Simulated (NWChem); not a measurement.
System: iodine monochloride (ICl); SMILES ClI

```xyz
2

Cl     0.0000     0.0000     1.7851
I      0.0000     0.0000    -0.5990
```
Atoms are numbered in this order, from 1.

Level: PBE-D3(BJ)/def2-SVP with def2 effective core potentials on I (NWChem), optimised geometry, unscaled harmonic frequencies. def2 effective core potentials on I; no spin-orbit coupling.

Task: List the harmonic frequencies with IR intensities, and the thermochemistry.

Result: 
```json
[
 {"frequency (cm⁻¹)": "362", "IR intensity (km/mol)": "3.2"}
]
```

```
Property                                                                            Value
-----------------------------------------------------------------------  ----------------
zero-point energy                                                            0.5 kcal/mol
thermal correction to the enthalpy at 298.15 K (with zero-point energy)      2.8 kcal/mol
heat capacity Cv                                                          6.5 cal/(mol K)
entropy at 298.15 K and 1 atm (symmetry number 1)                        59.2 cal/(mol K)
```

Rigid rotor and harmonic oscillator.
